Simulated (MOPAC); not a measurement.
Input for MOPAC: PM3 on ClGeH5 (a complex), monomers drawn apart or pushed together.

```
PM3 1SCF PRECISE CHARGE=0 THREADS=1
ClGeH5

Cl    -0.83989672 1     0.82487983 1    -0.48125102 1
H     -1.07725066 1     0.21030440 1     0.62237952 1
Ge     0.29231888 1    -0.14587809 1     3.66438008 1
H      0.26462767 1     1.37763509 1     3.83615318 1
H     -0.91427759 1    -0.56959810 1     2.80125809 1
H      0.17729052 1    -0.83822867 1     5.02851811 1
H      1.58155972 1    -0.57712244 1     2.95501997 1
```

Output:

```
*******************************************************************************
 **                                                                           **
 **                              MOPAC v23.2.5                                **
 **                                                                           **
 *******************************************************************************
 ** MOPAC's Digital Object Identifier: https://doi.org/10.5281/zenodo.6511958 **
 **                                                                           **
 ** Please cite the open-source release paper for use of this MOPAC version:  **
 ** J. E. Moussa and J. J. P. Stewart (2026)                                  **
 ** MOPAC: An open-source semiempirical molecular orbital program             **
 ** J. Open Source Softw., 11(119), 8025, https://doi.org/10.21105/joss.08025 **
 *******************************************************************************

                              PM3 CALCULATION RESULTS

 *******************************************************************************
 *  PM3        - The PM3 Hamiltonian to be used
 *
 *
 *
 *                 CHARGE ON SYSTEM = 0
 *
 *
 *
 *  PRECISE    - TIGHTER CRITERIA TO BE USED
 *  1SCF       - DO 1 SCF AND THEN STOP
 *  THREADS=1  - MULTI-THREADING NOT USED
 *  T=         - A TIME OF 172800.0 SECONDS REQUESTED
 *  DUMP=N     - RESTART FILE WRITTEN EVERY 7200.0 SECONDS REQUESTED
 *******************************************************************************
PM3 1SCF PRECISE CHARGE=0 THREADS=1
 ClGeH5

   ATOM   CHEMICAL          X               Y               Z
  NUMBER   SYMBOL      (ANGSTROMS)     (ANGSTROMS)     (ANGSTROMS)

     1      Cl         -0.83989672  *   0.82487983  *  -0.48125102  *
     2       H         -1.07725066  *   0.21030440  *   0.62237952  *
     3      Ge          0.29231888  *  -0.14587809  *   3.66438008  *
     4       H          0.26462767  *   1.37763509  *   3.83615318  *
     5       H         -0.91427759  *  -0.56959810  *   2.80125809  *
     6       H          0.17729052  *  -0.83822867  *   5.02851811  *
     7       H          1.58155972  *  -0.57712244  *   2.95501997  *



          CARTESIAN COORDINATES

    NO.       ATOM           X           Y           Z

     1        Cl         -0.8399      0.8249     -0.4813
     2         H         -1.0773      0.2103      0.6224
     3        Ge          0.2923     -0.1459      3.6644
     4         H          0.2646      1.3776      3.8362
     5         H         -0.9143     -0.5696      2.8013
     6         H          0.1773     -0.8382      5.0285
     7         H          1.5816     -0.5771      2.9550

  H: (PM3): J. J. P. STEWART, J. COMP. CHEM. 10, 209 (1989).
 Cl: (PM3): J. J. P. STEWART, J. COMP. CHEM. 10, 209 (1989).
 Ge: (PM3): J. J. P. STEWART, J. COMP. CHEM. 12, 320-341 (1991).

           Empirical Formula: H5 Cl Ge  =     7 atoms



      MOLECULAR POINT GROUP   :   Cs


      RHF CALCULATION, NO. OF DOUBLY OCCUPIED LEVELS = 8


 -------------------------------------------------------------------------------
 PM3 1SCF PRECISE CHARGE=0 THREADS=1
 ClGeH5



     1SCF WAS SPECIFIED, SO BFGS WAS NOT USED
     SCF FIELD WAS ACHIEVED


                              PM3 CALCULATION
                                                       MOPAC v23.2.5 Linux




          FINAL HEAT OF FORMATION =         11.46506 KCAL/MOL =      47.96981 KJ/MOL


          COSMO AREA              =        125.49 SQUARE ANGSTROMS
          COSMO VOLUME            =        108.40 CUBIC ANGSTROMS

          IONIZATION POTENTIAL    =         10.992005 EV
          HOMO LUMO ENERGIES (EV) =        -10.992  0.075
          NO. OF FILLED LEVELS    =          8
          MOLECULAR WEIGHT        =        113.0825         POINT GROUP:  Cs

          MOLECULAR DIMENSIONS (Angstroms)

            Atom       Atom       Distance
            H     6   Cl     1     5.84450
            H     7    H     4     2.51590
            H     5    H     4     2.07479


          SCF CALCULATIONS        =          1





   ATOM   CHEMICAL          X               Y               Z
  NUMBER   SYMBOL      (ANGSTROMS)     (ANGSTROMS)     (ANGSTROMS)

     1      Cl         -0.83989672  *   0.82487983  *  -0.48125102  *
     2       H         -1.07725066  *   0.21030440  *   0.62237952  *
     3      Ge          0.29231888  *  -0.14587809  *   3.66438008  *
     4       H          0.26462767  *   1.37763509  *   3.83615318  *
     5       H         -0.91427759  *  -0.56959810  *   2.80125809  *
     6       H          0.17729052  *  -0.83822867  *   5.02851811  *
     7       H          1.58155972  *  -0.57712244  *   2.95501997  *

                             CARTESIAN COORDINATES

   1   Cl       -0.839896720     0.824879830    -0.481251020
   2    H       -1.077250660     0.210304400     0.622379520
   3   Ge        0.292318880    -0.145878090     3.664380080
   4    H        0.264627670     1.377635090     3.836153180
   5    H       -0.914277590    -0.569598100     2.801258090
   6    H        0.177290520    -0.838228670     5.028518110
   7    H        1.581559720    -0.577122440     2.955019970


           Empirical Formula: H5 Cl Ge  =     7 atoms



      MOLECULAR POINT GROUP   :   Cs


                  EIGENVALUES
 -55.43762 -16.44514 -14.79982 -12.51077 -12.50543 -12.38072 -10.99410 -10.99200
   0.07483   0.25223   0.26102   1.58835   3.43275


              NET ATOMIC CHARGES AND DIPOLE CONTRIBUTIONS

  ATOM NO.   TYPE          CHARGE      No. of ELECS.   s-Pop       p-Pop
    1         Cl          -0.115631        7.1156     1.96815     5.14748
    2          H           0.110271        0.8897     0.88973
    3         Ge           0.284697        3.7153     0.64765     3.06765
    4          H          -0.066496        1.0665     1.06650
    5          H          -0.082595        1.0826     1.08259
    6          H          -0.063630        1.0636     1.06363
    7          H          -0.066616        1.0666     1.06662
 DIPOLE           X         Y         Z       TOTAL
 POINT-CHG.     0.014    -0.319     0.789     0.851
 HYBRID        -0.192    -0.390     0.635     0.769
 SUM           -0.179    -0.709     1.424     1.601


          ATOMIC ORBITAL ELECTRON POPULATIONS

     Atom    s        px        py        pz
    1 Cl   1.96815   1.97067   1.80480   1.37201
    2  H   0.88973
    3 Ge   0.64765   1.01440   1.02599   1.02726
    4  H   1.06650
    5  H   1.08259
    6  H   1.06363
    7  H   1.06662

 **********************
 *                    *
 * JOB ENDED NORMALLY *
 *                    *
 **********************




 == MOPAC DONE ==
```

The run finished.

Cost: about 0.03 core-seconds (a rough figure).
